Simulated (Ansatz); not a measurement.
Reaction (ligand exchange at the Si–C bond): `O[SiH2]C[SiH](O)O` + `CNC` → `CN(C)[SiH](O)O` + `C[SiH2]O`

Program: Ansatz. Geometries: PBE0-D4/def2-TZVP. ΔE: electronic, gas phase. CCSD(T)/CBS is the MP2 limit (def2-TZVPP, def2-QZVPP) plus CCSD(T) − MP2 in def2-TZVPP, frozen cores. This one scheme is used for every species. DFT in def2-TZVPP. One conformer a species, not always the lowest.

`O[SiH2]C[SiH](O)O`:

Cartesian coordinates in Å:
```
O 1.635 -1.295 -0.036
Si 0.032 -1.715 -0.212
C -0.935 -0.291 0.470
Si -0.425 1.391 -0.164
O -0.404 2.350 1.173
O 1.020 1.348 -0.934
H 2.294 -1.963 -0.224
H -0.222 -2.986 0.522
H -0.283 -1.948 -1.648
H -0.827 -0.280 1.560
H -1.998 -0.451 0.255
H -1.376 1.938 -1.162
H -0.128 3.260 1.052
H 1.617 0.643 -0.652
```

`CNC`:

Cartesian coordinates in Å:
```
C -1.140 -0.401 -0.005
N 0.146 -0.273 0.639
C 1.142 0.331 -0.216
H -1.870 -0.808 0.697
H -1.060 -1.102 -0.842
H -1.537 0.547 -0.407
H 0.052 0.266 1.490
H 1.344 -0.331 -1.063
H 2.078 0.458 0.333
H 0.846 1.312 -0.627
```

`CN(C)[SiH](O)O`:

Cartesian coordinates in Å:
```
C 0.120 1.424 0.897
N -0.173 0.128 0.335
C -1.048 -0.671 1.159
Si 0.699 -0.561 -0.955
O 1.216 0.725 -1.838
O -0.253 -1.612 -1.781
H 0.773 1.989 0.232
H -0.802 2.003 1.036
H 0.608 1.343 1.880
H -0.625 -0.844 2.159
H -2.018 -0.175 1.296
H -1.232 -1.643 0.699
H 1.866 -1.407 -0.600
H 1.961 0.567 -2.419
H -1.090 -1.267 -2.100
```

`C[SiH2]O`:

```xyz
9

C    -0.765   -0.476   -0.751
Si    0.715    0.223    0.140
O     0.294    1.172    1.424
H    -0.444   -1.059   -1.619
H    -1.423    0.323   -1.102
H    -1.347   -1.137   -0.104
H     1.491    1.114   -0.757
H     1.584   -0.904    0.588
H    -0.105    0.745    2.182
```

```tsv
species	r2SCAN-D4 energy (Eh)
`O[SiH2]C[SiH](O)O`	-847.70831
`CNC`	-135.12984
`CN(C)[SiH](O)O`	-576.40182
`C[SiH2]O`	-406.45449
```

Q: Work out ΔE.

A: ΔE = (-576.40182) + (-406.45449) − (-847.70831) − (-135.12984) = -0.01816 Eh = -0.49 eV. CCSD(T)/CBS gives -0.51 eV.

Largest T1 diagnostic among the species: 0.011.

In def2-TZVPP, CCSD(T) changes the Hartree–Fock value by +0.08 eV (the triples alone add +0.01 eV) and MP2 by +0.06 eV.
